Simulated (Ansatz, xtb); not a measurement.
Noncovalent pair: HI (SMILES I) (first 2 atoms) with H4OSi (SMILES O[SiH3]); geometry from B3LYP-D3(BJ)/def2-TZVP, rigid monomers moved along the line of their centres of mass till H2···O3 is 3.62 Å.
(charge 0, multiplicity 1):
```xyz
8

I     -0.4232    -1.1697    -0.6328
H     -0.5765    -0.9602     0.9732
O     -0.5401    -0.0121     4.4644
Si     0.3124     1.2453     5.1403
H     -1.1377    -0.5243     5.0150
H     -0.6042     2.2628     5.7057
H      1.1000     1.8146     4.0321
H      1.2049     0.7601     6.2188
```

Monomers are frozen at their geometry in the pair; levels with a basis set take the counterpoise correction.

Frozen-core correlation. Filled d and f shells under p-block atoms count as core. CBS: X⁻³ extrapolation of the correlation energy, Hartree–Fock from the larger set.

Run with Ansatz (Gaussian orbitals); xtb for the GFN methods. Values without a source in brackets are computed. In def2 rows elements past Kr take small-core potentials, without spin–orbit coupling.

```
level                            interaction energy (meV)
-------------------------------  ------------------------
GFN1-xTB                                            -22.5
HF/def2-SVPD                                        -32.7
HF/def2-TZVPPD                                      -30.5
PBE0/def2-TZVPPD                                    -30.9
wB97X-V/def2-TZVPPD                                 -37.5
MP2/def2-SVPD                                  (withheld)
MP2/CBS(def2-SVPD, def2-TZVPPD)                     -38.4
SCS-MP2/def2-TZVPPD                            (withheld)
CCSD(T)/def2-SVPD                                   -37.8
```

Question: Complete the blanks.

Answer: 
- MP2/def2-SVPD, interaction energy (meV): -39.6
- SCS-MP2/def2-TZVPPD, interaction energy (meV): -34.5

Ansatz is an electronic-structure program.
